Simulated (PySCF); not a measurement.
**How methods differ on the excitation energy of W²⁺**

W²⁺ [Xe] 4f14 5d4 (5D) → W²⁺ [Xe] 4f14 5d3 6p1 (high-spin determinant), as a difference of total energies. All numbers are calculated (PySCF 2.14, the spin-free X2C one-electron Hamiltonian (Gaussian nucleus), in x2c-TZVPPall with one added diffuse shell each of s, p, d, f type (12s8p8d4f1g, 113 functions)). Correlated levels: valence: [Xe] 4f14 frozen. The calculations carry no spin-orbit coupling.

```csv
method,excitation energy (cm⁻¹)
UHF,62496
LDA,63400
PBE,62175
PBE0,63424
r2SCAN,62090
MP2 (valence),66920
SCS-MP2 (valence),66584
```

A first-order spin-orbit estimate (lowest level to lowest level, LS coupling) adds -0.572 eV.

The determinant of the upper state mixes LS terms, which raises its energy above the lowest term, most at the Hartree-Fock and MP2 levels.
